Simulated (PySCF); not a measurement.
# Radial density of Ru+ (ruthenium, charge +1)

PBE0, [Kr] 4d7, high-spin 4F determinant. Calculation: PySCF 2.14, in def2-SVP with the def2 core potential (28 electrons) (5s3p2d1f, 31 functions); a scalar-relativistic core potential. This is the valence pseudo-density: the core potential removes the inner electrons and smooths the orbitals near the nucleus.

```json
{"r (bohr)": "0.0338", "4πr²ρ (e/bohr)": "1.592e-05", "4πr²(ρα − ρβ)": "0.0000"}
{"r (bohr)": "0.0568", "4πr²ρ (e/bohr)": "4.340e-05", "4πr²(ρα − ρβ)": "0.0000"}
{"r (bohr)": "0.0956", "4πr²ρ (e/bohr)": "0.0001203", "4πr²(ρα − ρβ)": "0.0000"}
{"r (bohr)": "0.161", "4πr²ρ (e/bohr)": "0.0007865", "4πr²(ρα − ρβ)": "0.0002"}
{"r (bohr)": "0.270", "4πr²ρ (e/bohr)": "0.02863", "4πr²(ρα − ρβ)": "0.0044"}
{"r (bohr)": "0.455", "4πr²ρ (e/bohr)": "1.023", "4πr²(ρα − ρβ)": "0.1028"}
{"r (bohr)": "0.765", "4πr²ρ (e/bohr)": "10.22", "4πr²(ρα − ρβ)": "1.1023"}
{"r (bohr)": "1.29", "4πr²ρ (e/bohr)": "11.09", "4πr²(ρα − ρβ)": "2.1421"}
{"r (bohr)": "2.16", "4πr²ρ (e/bohr)": "2.420", "4πr²(ρα − ρβ)": "0.8317"}
{"r (bohr)": "3.64", "4πr²ρ (e/bohr)": "0.2475", "4πr²(ρα − ρβ)": "0.0811"}
{"r (bohr)": "6.12", "4πr²ρ (e/bohr)": "0.002178", "4πr²(ρα − ρβ)": "0.0006"}
```

Energies and moments cover only the electrons outside the core potential.
